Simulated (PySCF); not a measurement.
Al(Br)2(OMe) (CH₃AlBr₂O), SMILES [Br][Al]([Br])[O]C. Atoms are numbered in the order given.

```xyz
8

Al    -0.3917     0.0034     0.0000
Br     0.2450    -2.1337     0.0000
Br     1.1281     1.6499     0.0000
O     -2.0309     0.3572     0.0000
C     -2.8849     1.4572     0.0000
H     -3.5358     1.4347    -0.8903
H     -3.5358     1.4347     0.8903
H     -2.3401     2.4185     0.0000
```
Charge 0, spin multiplicity 1.

The structure is a stationary point at PBE0-D3(BJ)/def2-SVP. The values are those of a single conformer.

Calculation: PBE0-D3(BJ)/def2-SVP run with PySCF.

Frequencies are harmonic and unscaled.

Computed vibrational spectrum:
| mode | ν (cm⁻¹) | IR (km/mol) | moving atoms (share of kinetic energy) |
|---|---|---|---|
| 1 | 67 | 3.6 | C 47 %, Br 27 %, H 23 % |
| 2 | 78 | 0.0 | H 95 % |
| 3 | 93 | 1.1 | O 36 %, H 25 %, C 19 %, Al 16 % |
| 4 | 102 | 1.6 | Br 69 %, Al 14 %, O 9 % |
| 5 | 213 | 15.8 | O 54 %, Br 22 %, C 14 %, H 9 % |
| 6 | 216 | 44.9 | Al 68 %, O 26 % |
| 7 | 304 | 7.4 | Br 47 %, O 27 %, Al 19 % |
| 8 | 527 | 194.8 | Al 83 %, Br 15 % |
| 9 | 766 | 72.0 | Al 51 %, C 23 %, O 18 % |
| 10 | 1185 | 26.1 | H 72 %, C 21 % |
| 11 | 1188 | 0.2 | H 77 %, C 19 % |
| 12 | 1270 | 378.8 | O 58 %, C 32 % |
| 13 | 1475 | 2.2 | H 97 % |
| 14 | 1477 | 1.9 | H 94 % |
| 15 | 1482 | 14.6 | H 91 %, C 8 % |
| 16 | 3019 | 85.0 | H 97 % |
| 17 | 3107 | 32.6 | H 90 %, C 10 % |
| 18 | 3118 | 27.1 | H 90 %, C 10 % |
